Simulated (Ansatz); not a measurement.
Total energies of `C[Si](F)(Cl)I`.

Z-matrix (Å, degrees):
```
C
Si 1 1.840
H 1 1.091 2 110.3
H 1 1.093 2 109.7 3 119.9
H 1 1.092 2 110.1 3 -120.1
F 2 1.588 1 109.8 3 -179.5
Cl 2 2.037 1 111.0 3 -61.4
I 2 2.424 1 111.9 3 61.3
```

Charge 0, multiplicity 1. Correlated methods include outer-core shells of I, which these sets cover unevenly. I takes the def2 core potential. The geometry is a stationary point of PBE0-D4/def2-TZVP. Basis def2-TZVPP, Ansatz 0.2.0.

RPA on PBE orbitals: Hartree–Fock energy of these orbitals -1184.35823 Eh, correlation -1.77952 Eh (frozen core).

| functional | energy without D4 (Eh) | D4 term (kJ/mol) |
| --- | --- | --- |
| LDA (SPW92) | -1183.35685 | – |
| PBE | -1186.92107 | -25.4 |
| revPBE | -1187.26483 | -64.5 |
| r2SCAN | -1187.42259 | -5.8 |
| B97M-V | -1187.18323 | – |
| r2SCANh | -1187.40306 | -6.4 |
| r2SCAN0 | -1187.37487 | -7.1 |
| HSE06 (plane-wave form) | -1186.99897 | -20.7 |
| BHLYP | -1187.31561 | -36.6 |
| CAM-B3LYP | -1187.40162 | -22.7 |
| ωB97X-V | -1187.25395 | – |
| ωB97M-V | -1187.32284 | – |
| B2PLYP | -1186.91862 | – |
| PBE-QIDH | -1186.68864 | – |

(1) Give the same for BLYP, PBE0, B3LYP, LC-ωPBE. (Estimate.)

B3LYP takes the VWN-RPA correlation (the form of Gaussian; ORCA's B3LYP/G). HSE06 is the plane-wave form, built on full-range PBE exchange. The double hybrids freeze the cores in their second-order part.

## Answers

(1) The calculation gave: 
| functional | energy without D4 (Eh) | D4 term (kJ/mol) |
| --- | --- | --- |
| BLYP | -1187.32574 | -54.3 |
| PBE0 | -1187.02109 | -21.8 |
| B3LYP | -1187.55201 | -41.7 |
| LC-ωPBE | -1187.16536 | – |

LC-ωPBE has ω = 0.4 bohr⁻¹.
